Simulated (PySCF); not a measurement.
Identify the unknown among the candidates.

All candidates are C2H10N2OSi3.

| technique | computed result |
| --- | --- |
| 13C NMR | chemical shifts (computed TMS as zero) by class: 124.4 (1 C), 54.2 (1 C) ppm [GIAO PBE0/pcSseg-1] |
| Dipole | 4.49 D [PBE0/pcSseg-1] |
| 1H NMR | chemical shifts (computed TMS as zero) by class: 5.69 (1 H), 4.31 (1 H), 4.30 (1 H), 4.04 (3 H), 3.36 (1 H), 3.08 (1 H), 0.51 (2 H) ppm [GIAO PBE0/pcSseg-1] |
| NMR, other nuclei | isotropic shieldings of nuclei other than C and H, by class: -93 (1 N), 236 (1 N), 301 (1 O), 360 (1 Si), 451 (1 Si), 480 (1 Si) ppm [GIAO PBE0/pcSseg-1] |
| Rotational structure | rotational constants A, B, C: 1.489, 0.876, 0.599 GHz [GFN2-xTB] |

The electronic properties come from PySCF, for the isolated species, density fitting. Levels stand in brackets. One conformer (not necessarily the lowest) at the GFN2-xTB geometry, without solvent, vibrations or thermal averaging. NMR values are class means; diastereotopic atoms form classes of their own.

**Question.** Which candidate is it?
A. `N[SiH2]O[Si@@H]1C=C[SiH2]N1`
B. `CO[Si@@H](N)[SiH2][SiH2]C#N`
C. `O=CN[Si@@H]1N[SiH2]C[SiH2]1`

**Answer.** B. It is `CO[Si@@H](N)[SiH2][SiH2]C#N`. Numbering: `[CH3:1][O:2][Si@@H:3]([NH2:4])[SiH2:5][SiH2:6][C:7]#[N:8]`. Its formula, C2H10N2OSi3, gives 2 degrees of unsaturation: 0 rings and 2 π bonds in the structure found. 2 carbons fall into 2 classes; from least to most shielded: cyano carbon [C7] (124.4 ppm), methoxy carbon [C1] (54.2 ppm). Hydrogen classes from least to most shielded: 1 H on an oxygen-bound silicon, Si3 (5.69 ppm), 1 H on an SiH2 silicon, Si6 (4.31 ppm), 1 H on an SiH2 silicon, Si6 (4.30 ppm), 3 H on a methoxy carbon, C1 (4.04 ppm, a mean of values up to 0.8 ppm apart in this geometry), 1 H on an SiH2 silicon, Si5 (3.36 ppm), 1 H on an SiH2 silicon, Si5 (3.08 ppm), 2 H on a silicon-bound nitrogen, N4 (0.51 ppm). The other shieldings belong to: -93 ppm, cyano nitrogen [N8]; 236 ppm, silicon-bound nitrogen [N4]; 301 ppm, silyl ether oxygen [O2]; 360 ppm, oxygen-bound silicon [Si3]; 451 ppm, SiH2 silicon [Si6]; 480 ppm, SiH2 silicon [Si5]. The optimised geometry has point group C1 and is an asymmetric top.

The others, at the same levels:
- `N[SiH2]O[Si@@H]1C=C[SiH2]N1` fails: its computed 13C shifts are 158.7 (1 C), 155.4 (1 C) ppm, 1H shifts are 7.40 (1 H), 7.40 (1 H), 5.44 (1 H), 5.37 (1 H), 5.33 (1 H), 5.16 (1 H), 5.12 (1 H), 0.50 (1 H), 0.31 (2 H) ppm and rotational constant A is 2.545 GHz (against 1.489 GHz).
- `O=CN[Si@@H]1N[SiH2]C[SiH2]1` fails: its computed 13C shifts are 169.3 (1 C), -15.0 (1 C) ppm, 1H shifts are 8.30 (1 H), 5.63 (1 H), 5.18 (1 H), 5.00 (1 H), 4.62 (1 H), 4.20 (1 H), 4.13 (1 H), 0.20 (1 H), 0.18 (1 H), 0.04 (1 H) ppm and rotational constant A is 2.290 GHz (against 1.489 GHz).

Each candidate is one conformer, not necessarily the lowest. Dipoles, sizes and rotational constants follow the conformer. The torsions of the flexible species, by atom-mapped SMILES:
- `[CH3:1][O:2][Si@@H:3]([NH2:4])[SiH2:5][SiH2:6][C:7]#[N:8]`: C1–O2–Si3–N4 59°, O2–Si3–Si5–Si6 -4°, Si3–Si5–Si6–C7 33°, H–N4–Si3–O2 -178°, H–N4–Si3–O2 43°

The conformers of `N[SiH2]O[Si@@H]1C=C[SiH2]N1` and `O=CN[Si@@H]1N[SiH2]C[SiH2]1` aren't listed.
